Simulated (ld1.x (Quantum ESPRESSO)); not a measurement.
## LDA (PZ) ultrasoft dataset for Sb, scalar-relativistic all-electron reference.

```json
{"Element": "antimony", "Generator": "ld1.x (Quantum ESPRESSO) 7.5", "Type": "ultrasoft", "Functional": "LDA (PZ)", "Relativity": "scalar-relativistic", "Frozen core": "[Kr] 4d10", "Valence charge": "5", "Reference configuration": "5s2 5p3", "Partial waves": "5s (bound): rcut 1.80, rcutus 2.00 bohr; 5s channel at -0.35 Ry: rcut 1.80, rcutus 2.00 bohr; 5p (bound): rcut 1.95, rcutus 2.70 bohr; 5p channel at 0.15 Ry: rcut 1.95, rcutus 2.70 bohr; 5d channel at 0.45 Ry: rcut 1.95, rcutus 2.30 bohr; 5d channel at 0.8 Ry: rcut 1.95, rcutus 2.30 bohr", "Local potential": "all-electron potential smoothed inside 2.30 bohr (lloc = -1)", "Core correction": "none", "Augmentation charge": "PSQ, inside the norm-conserving radii"}
```

- Cutoffs needed: 8 Ry and 12 Ry (the cutoffs (Ry, on a coarse ladder) from which the occupation-weighted sum of valence levels, in a spherical-Bessel basis at the reference potential, stays within 10 and 1 mRy of its value at 400 Ry)
- Ghost test: ghost state, extra bound levels that the all-electron valence spectrum of the same l lacks: d at -16.5 eV; a true bound ghost makes a file unfit for plane-wave use (spherical-Bessel basis up to 400 Ry, 20 bohr box)
- Largest excitation error: +90 meV (all-electron minus pseudo) for 5s2 5p0, out of 7 test configurations
- Lowest eigenvalue of the overlap operator: 0.39 (s channel)
- Density cutoff estimated by the generator: 107 Ry
